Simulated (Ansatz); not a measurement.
Consider the atomization: `C[O][GeH2][Br]` → Br• + C• + Ge• + 5 H• + O•.

Computed with Ansatz on PBE0-D4/def2-TZVP structures; ΔE is electronic, products minus reactants. CCSD(T)/CBS adds triple-zeta CCSD(T) − MP2 to the extrapolated MP2 energy (def2 sets, frozen cores). This one scheme is used for every species, atoms too. For atomizations the MP2-based limit and the directly extrapolated one differ by several kJ/mol either way, and by 10 to 25 for some Ge, Se and Sn compounds, so smaller differences from it don't rank the levels. No spin–orbit coupling; open shells (•) take unrestricted orbitals. Spin–orbit coupling would lower the free atoms: a little for C, O; clearly for Br, Ge. Bonds to Br, Ge are less sure, by a few kJ/mol each and by 10 to 20 or more in all where they break to atoms, as the def2 sets lack core-valence functions. Scalar relativity is left out up to krypton. Each species was taken in one conformer, which may not be the lowest.

| level | ΔE (kJ/mol) |
| --- | --- |
| CCSD(T)/def2-TZVPP | 2875.3 |
| MP2/def2-QZVPP | 2953.3 |

(1) What does CCSD(T)/CBS give? (An estimate is asked.)

Largest T1 diagnostic among the species: 0.010.

Answers

(1) Computed: +2946.1 kJ/mol. The listed levels differ from it by -70.8, 7.2 kJ/mol.

From r2SCAN to r2SCAN0 (25 % exact exchange), in def2-TZVPP and without D4, ΔE moves by −49.2 kJ/mol: exact exchange takes away binding that semilocal exchange gives to molecules. Leaving LDA and LC-ωPBE aside and taking each functional with its dispersion term where it has one, the values, not all of them listed here, spread over 126.0 kJ/mol, from BHLYP-D4 to PBE-D4. LDA lies +417.8 kJ/mol from PBE without D4, its usual overbinding. In def2-TZVPP, CCSD(T) changes the Hartree–Fock value by +771.5 kJ/mol (the triples alone add +43.9 kJ/mol) and MP2 by +808.2 kJ/mol; breaking electron pairs costs correlation energy, which Hartree–Fock lacks.
